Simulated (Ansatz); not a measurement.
Reaction (ligand exchange at a B–C bond): `C#CB(O)F` + `C=N` → `C=NB(O)F` + `C#C`

Gas-phase electronic energies from Ansatz, PBE0-D4/def2-TZVP geometries. CBS: MP2 limit from def2 TZ/QZ plus the TZ coupled-cluster correction, frozen cores. This one scheme is used for every species. Functionals use def2-TZVPP. Each species was taken in one conformer, which may not be the lowest.

(1) Is it downhill or uphill in electronic energy at CCSD(T)/CBS, and by how much? (An estimate is asked.)

(2) What do these levels give: r2SCAN-D4, B97M-V, r2SCAN0-D4, BHLYP-D4, ωB97X-V, r2SCAN0, CAM-B3LYP, MP2/def2-SVP, CCSD/def2-SVP, MP2/def2-TZVPP, HF/def2-QZVPP, MP2/CBS(def2)? (Estimate.)

Largest T1 diagnostic among the species: 0.014.

Answers

(1) The calculation gave: Downhill: ΔE = -13.6 kJ/mol.

(2) Ansatz gave: r2SCAN-D4 -14.6, B97M-V -10.3, r2SCAN0-D4 -16.6, BHLYP-D4 -19.1, ωB97X-V -15.7, r2SCAN0 -16.4, CAM-B3LYP -19.0, MP2/def2-SVP -17.0, CCSD/def2-SVP -17.3, MP2/def2-TZVPP -13.0, HF/def2-QZVPP -19.1, MP2/CBS(def2) -14.2 kJ/mol.

From BLYP to BHLYP (50 % exact exchange), in def2-TZVPP and without D4, ΔE moves by −4.8 kJ/mol. Leaving LDA and LC-ωPBE aside and taking each functional with its dispersion term where it has one, the values, not all of them listed here, spread over 9.4 kJ/mol, from CAM-B3LYP-D4 to B97M-V. LDA lies −8.0 kJ/mol from PBE without D4. In def2-TZVPP, CCSD(T) changes the Hartree–Fock value by +6.7 kJ/mol (the triples alone add +1.4 kJ/mol) and MP2 by +6.1 kJ/mol.
